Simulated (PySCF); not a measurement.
Give a PBE0-D3(BJ)/def2-TZVP geometry of bromoketene, `C(=CBr)=O`.

```xyz
5
C2HBrO angstrom
O      1.9859   -0.3619   -0.0040
C      0.8666   -0.0741   -0.0056
C     -0.4024    0.2468   -0.0076
Br    -1.6894   -1.1192   -0.0126
H     -0.7272    1.2745   -0.0080
```

Orientation and origin are arbitrary. Atoms count from 1 in this order. The 4 heavy atoms lie in one plane (0.000 Å rms).

Bonds between heavy atoms (Å): O1=C2 1.156, C2=C3 1.309, C3–Br4 1.877.

Computed with PySCF, PBE0-D3(BJ)/def2-TZVP geometry optimisation, gas phase.

Point group: Cs (tolerance 0.08 Å). Stationary, but not proved a minimum.

The run took 19 s on AMD EPYC 9R45, one thread, shared host, and the process peaked at 0.60 GiB of memory. That covers the optimisation of the geometry.


Question: Write a Z-matrix for `Cl[Si](Cl)(Cl)Cl` as optimised with PBE0-D3(BJ)/def2-SVP.

Answer: 
Z-matrix in Å and degrees, rows numbered from 1:
```
Cl
Si  1  2.0348
Cl  2  2.0350  1  109.43
Cl  2  2.0341  1  109.36  3   120.01
Cl  2  2.0349  1  109.37  3  -120.19
```

Si2 (chlorine-bound silicon) is tetrahedral (angles from 109.4° to 109.7°). All 4 Cl–Si bonds measure 2.034 to 2.035 Å.

Computed with PySCF, PBE0-D3(BJ)/def2-SVP geometry optimisation, gas phase.

Point group: Td (tolerance 0.08 Å). Whether it is a minimum is left open (no frequencies).
